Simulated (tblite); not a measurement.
C₅H₁₂Cl₂Si₂.
Numbering: `[SiH3:1][CH2:2][C@@H:3]([Cl:4])[C@H:5]([Cl:6])[C@@H:7]1[CH2:8][SiH2:9]1` (hydrogens: H10, H11, H12 on Si1; H13, H14 on C2; H15 on C3; H16 on C5; H17 on C7; H18, H19 on C8; H20, H21 on Si9)

Cartesian coordinates in Å at the GFN2-xTB level; atoms count from 1:
```
atom  x, y, z in Å
Si1    2.7394    1.0621   -0.2353
C2     2.1938   -0.7141    0.1903
C3     0.7648   -1.0298   -0.1967
Cl4    0.4334   -2.7710    0.1273
C5    -0.2825   -0.1771    0.5108
Cl6   -0.1314   -0.3911    2.2881
C7    -1.6883   -0.4676    0.0793
C8    -2.1767    0.2577   -1.1868
Si9   -3.0873    0.7673    0.3813
H10    2.1996    2.0200    0.7295
H11    2.2500    1.3982   -1.5760
H12    4.1996    1.1008   -0.2072
H13    2.8490   -1.4198   -0.3239
H14    2.3191   -0.8938    1.2592
H15    0.6198   -0.9093   -1.2748
H16   -0.0436    0.8746    0.3254
H17   -1.9135   -1.5278    0.1110
H18   -1.4625    0.9325   -1.6402
H19   -2.6503   -0.3683   -1.9299
H20   -4.4135    0.2322    0.6151
H21   -2.7278    2.0412    0.9738
```

Computed with GFN2-xTB (tblite): harmonic, unscaled wavenumbers at the GFN2-xTB geometry, gas phase. Against measured fundamentals such values can be off by several per cent, at times by over 20. Modes of hydrogen on silicon can be 10 to 20 % off. One conformer, not necessarily the lowest.

Harmonic wavenumbers (cm⁻¹): 36.2, 46.0, 67.0, 101.7, 125.4, 133.5, 176.2, 191.9, 249.3, 284.2, 357.8, 383.2, 436.6, 474.9, 498.9, 521.5, 539.7, 549.7, 653.6, 710.3, 722.0, 733.9, 750.1, 755.4, 763.2, 777.2, 791.6, 799.3, 810.6, 916.6, 953.8, 1003.5, 1050.4, 1092.2, 1102.0, 1132.1, 1164.6, 1185.7, 1212.5, 1220.4, 1261.7, 1293.2, 1331.6, 1439.6, 1469.9, 2246.8, 2275.6, 2293.1, 2376.5, 2389.7, 2921.9, 2927.1, 2974.0, 2991.0, 3031.6, 3052.8, 3070.9.

A = 979.6, B = 549.1, C = 479.1 MHz; mass 197.985 u (most abundant isotopes); point group C1, symmetry number 1.

Q: Zero-point energy?

A: ½Σν̃ = 32411 cm⁻¹ = 387.72 kJ/mol.

Q: What is S at 200 K and 1 bar for an ideal gas of classical rigid rotors and harmonic oscillators?

A: Translation 166.51, rotation 126.82, vibration 116.49: S = 409.8 J/(mol K).

Q: And Cp and H(200 K) − H(0)?

A: Cp = 151.19 J/(mol K), of which vibrations give 117.94 (their classical limit is 57 R = 473.9); H(200 K) − H(0) = 18.85 kJ/mol without the zero-point energy, 12.20 from vibrations.

Q: Which modes carry the vibrational entropy at 200 K?

A: 36.2 cm⁻¹: 19.52; 46.0 cm⁻¹: 17.55; 67.0 cm⁻¹: 14.46; 101.7 cm⁻¹: 11.10; 125.4 cm⁻¹: 9.45; 133.5 cm⁻¹: 8.96 J/(mol K); the other 51 give 35.45 together.

Q: How do the functions run with temperature in this model?

A: 
| T (K) | S (J/(mol K)) | Cp (J/(mol K)) | H − H(0) (kJ/mol) | G − H(0) (kJ/mol) | ln q(vib) |
| --- | --- | --- | --- | --- | --- |
| 150 | 370.6 | 122.9 | 12.01 | -43.59 | 4.82 |
| 250 | 446.7 | 180.0 | 27.14 | -84.53 | 8.49 |
| 298.15 | 480.7 | 206.6 | 36.45 | -106.86 | 10.23 |
| 400 | 548.5 | 255.8 | 60.09 | -159.32 | 13.85 |
| 600 | 666.3 | 324.2 | 118.63 | -281.13 | 20.68 |
| 900 | 810.6 | 386.3 | 226.05 | -503.49 | 29.99 |

q(vib) and H(0) count from the zero-point level.

Hindered rotation and anharmonicity are outside this model. Other conformers, if any are populated, would add a mixing term that is left out. The structure is chiral; the term R ln 2 for an equal mix with its mirror image is left out.

On an Arm Neoverse N1 with one thread, no GPU, shared host with 64 logical CPUs at a one-minute load of 59, this took 2.4 s of wall time. This covers the Hessian and the dipole derivatives.
